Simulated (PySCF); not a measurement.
## How methods differ on the excitation energy of Ar

Ar [Ar] (1S) → Ar [Ne] 3s1 3p6 4s1 (3S), as a difference of total energies. Computed with PySCF 2.14 in aug-cc-pV(T+d)Z with one added diffuse shell each of s, p, d, f type (7s6p5d3f, 71 functions), with the non-relativistic Hamiltonian (point nucleus). Correlated levels: valence: [Ne] frozen. The calculations carry no spin-orbit coupling.

```tsv
method	excitation energy (eV)
UHF	29.206
LDA	25.677
PBE	25.783
PBE0	26.897
r2SCAN	26.978
BHandHLYP	27.812
MN15	26.077
r2SCANh	27.239
B2PLYP	26.898
MP2 (valence)	26.884
SCS-MP2 (valence)	26.470
```

How much does correlation contribute at MP2 (valence)?

26.884 − (29.206) = -2.322 eV, measured against UHF.

The upper state lies above the first ionisation limit, where it may autoionise and the basis confines it. A Rydberg-like electron needs more diffuse functions than a valence basis has.

The promoted electron is Rydberg-like, and one or two diffuse shells describe it only roughly, which tends to raise the upper state.
